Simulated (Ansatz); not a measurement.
```yaml
crystal:
  periodic: [false, false, false]
  atoms:
    - {symbol: C, position_ang: [-0.029814, 1.578992, -1.472434]}
    - {symbol: In, position_ang: [-0.195689, -0.124874, -0.179387]}
    - {symbol: C, position_ang: [0.706579, -0.571441, 1.717467]}
    - {symbol: S, position_ang: [-1.639057, -1.842905, -1.059628]}
    - {symbol: H, position_ang: [-0.951156, 1.705515, -2.040961]}
    - {symbol: H, position_ang: [0.174376, 2.486681, -0.904058]}
    - {symbol: H, position_ang: [0.790316, 1.419080, -2.175434]}
    - {symbol: H, position_ang: [1.606890, -1.167662, 1.554850]}
    - {symbol: H, position_ang: [0.016381, -1.150540, 2.331409]}
    - {symbol: H, position_ang: [0.984880, 0.340155, 2.246931]}
    - {symbol: H, position_ang: [-1.463706, -2.672999, -0.018734]}
basis:
  gaussian: {orbitals: def2-TZVP, final_grid: {core_spheres: 1, valence_spheres: 1, degree: 5}}
hamiltonian: {xc: {name: wB97M-V}}
output: {forces: true}
```

```sh
$ ansatz run in.yaml --threads 4 --pin off --events-out ev --progress --plain --max-ram 10444MiB
```

Output, abridged:

```
Functional definition: wB97M-V
1356 factors; their error is unknown
353 factors; integrals over basis functions are off by at most 1.1e-5 eV
mean field evaluation 1: about -18189.2770 eV, gradient 5.4e1 eV
mean field evaluation 2: about -18191.9128 eV, gradient 4.2e1 eV
mean field evaluation 4: about -18196.0147 eV, gradient 1.2e0 eV
mean field evaluation 8: about -18176.3334 eV, gradient 4.8e0 eV
mean field evaluation 16: about -18176.3860 eV, gradient 5.4e-4 eV
mean field -18176.38597720 eV, -667.9698642651 hartree, gradient 7.4e-5 eV, S^2 0.000000; 0 other end points of the search recorded, 0 dependent functions left out
reference -18176.38633718 eV, -667.9698774943 hartree; 28, 28 occupied and 163, 163 virtual orbitals, 1356 factors
Total energy: -18176.38633718 eV, -667.9698774943 hartree
Atom 0 at    -0.029814     1.578992    -1.472434 Å, force     0.828452    -0.816665     1.758603 eV/Å
Atom 1 at    -0.195689    -0.124874    -0.179387 Å, force    -0.042717    -0.391452     0.250501 eV/Å
Atom 2 at     0.706579    -0.571441     1.717467 Å, force     0.909420     1.780693    -2.182807 eV/Å
Atom 3 at    -1.639057    -1.842905    -1.059628 Å, force     1.830611     4.568672    -0.785831 eV/Å
Atom 4 at    -0.951156     1.705515    -2.040961 Å, force     1.564109    -0.199933     0.773197 eV/Å
Atom 5 at     0.174376     2.486681    -0.904058 Å, force    -0.513333    -3.113066    -1.863954 eV/Å
Atom 6 at     0.790316     1.419080    -2.175434 Å, force    -2.142768     0.747886     1.811289 eV/Å
Atom 7 at     1.606890    -1.167662     1.554850 Å, force    -2.576192     1.703749     0.669378 eV/Å
Atom 8 at     0.016381    -1.150540     2.331409 Å, force     0.945713     0.664432    -0.889411 eV/Å
Atom 9 at     0.984880     0.340155     2.246931 Å, force    -0.869277    -2.808316    -1.558622 eV/Å
Atom 10 at    -1.463706    -2.672999    -0.018734 Å, force     0.065982    -2.136001     2.017658 eV/Å
Dipole moment:     0.290287     0.216367     0.264892 e Å
```

(1) Something in this input is off. What?

## Answers

(1) The integration grid is far too coarse. The run converged. The result belongs to that input, not to the molecule as meant.
